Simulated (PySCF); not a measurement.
Positional isomers: propene methyl+boryl. Isolated molecules, 0 K electronic values unless said otherwise. One relaxed conformer stands for each flexible species; it need not be the lowest. Strings in code marks are SMILES.

The four lowest singlet excitations (Tamm–Dancoff). These are PBE-D3(BJ)/def2-TZVP // M06-2X/def2-TZVP (PySCF 2.14.0) values and carry that method's errors. Excitations are Tamm–Dancoff values on a coarser integration grid. The basis has no diffuse functions, so Rydberg states are missing or too high.

```json
[
 {"state": "S1", "energy (eV)": "4.65", "wavelength (nm)": "266", "oscillator strength": "0.001"},
 {"state": "S2", "energy (eV)": "4.93", "wavelength (nm)": "252", "oscillator strength": "0.225"},
 {"state": "S3", "energy (eV)": "4.99", "wavelength (nm)": "249", "oscillator strength": "0.002"},
 {"state": "S4", "energy (eV)": "5.93", "wavelength (nm)": "209", "oscillator strength": "0.001"}
]
```

Task: Name which member gives these states.
A. `B/C(C)=C/C`
B. `BC(=C)CC`
C. `B/C(C)=C\C`
D. `BC=C(C)C`

Result: C, `B/C(C)=C\C`
